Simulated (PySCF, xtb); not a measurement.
Si(All)(Cl)2(F) (C3H5Cl2FSi), SMILES C=CC[Si](F)(Cl)Cl. Other conformers were not sampled.

Harmonic wavenumbers (cm⁻¹) from GFN2-xTB (xtb) at its own minimum, in rising order: 28, 53, 107, 133, 146, 201, 211, 292, 400, 450, 550, 609, 767, 796, 799, 895, 952, 1021, 1051, 1173, 1221, 1295, 1409, 1446, 1715, 2962, 2982, 3064, 3104, 3135.

Task: What does PySCF with r2SCAN-D4/def2-SVP give at its own minimum? (Estimate from the structure and the level; the computed values follow.)

Result: 44, 54, 128, 168, 185, 255, 264, 316, 408, 475, 604, 625, 772, 784, 912, 918, 942, 1017, 1038, 1179, 1199, 1308, 1396, 1427, 1707, 3032, 3101, 3138, 3153, 3246. Paired by order, the mean absolute difference is 34 cm⁻¹ and the zero-point energies are 47.1 and 48.3 kcal/mol.
